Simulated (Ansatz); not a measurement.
Reaction (cleavage of the Si–Si bond): `Cl[SiH2][SiH](Cl)Cl` + HI → `Cl[SiH](Cl)I` + `[SiH3]Cl`

Program: Ansatz. Geometries: PBE0-D4/def2-TZVP. ΔE: electronic, gas phase. CBS: MP2 limit from def2 TZ/QZ plus the TZ coupled-cluster correction, frozen cores. This one scheme is used for every species. Functionals use def2-TZVPP. def2 core potentials past Kr. For I outer-core shells are correlated without core-valence functions, which leaves a few kJ/mol of doubt a bond. One conformer a species, not always the lowest.

CCSD(T)/CBS gives -20.8 kcal/mol.

Task: Another level gave -17.3 kcal/mol. Which?
A. r2SCANh/def2-TZVPP
B. PBE-D4/def2-TZVPP
C. HF/def2-TZVPP
D. BLYP/def2-TZVPP

Result: B. PBE-D4 -17.3, BLYP -18.3, r2SCANh -20.0, HF/def2-TZVPP -21.7 kcal/mol.

Largest T1 diagnostic among the species: 0.010.

Leaving LDA and LC-ωPBE aside and taking each functional with its dispersion term where it has one, the values, not all of them listed here, spread over 3.5 kcal/mol, from PBE-QIDH to revPBE-D4. At CCSD(T), def2-SVP lies +2.6 kcal/mol from the extrapolated value and def2-TZVPP +1.7 kcal/mol. From BLYP to BHLYP (50 % exact exchange), in def2-TZVPP and without D4, ΔE moves by −2.1 kcal/mol.
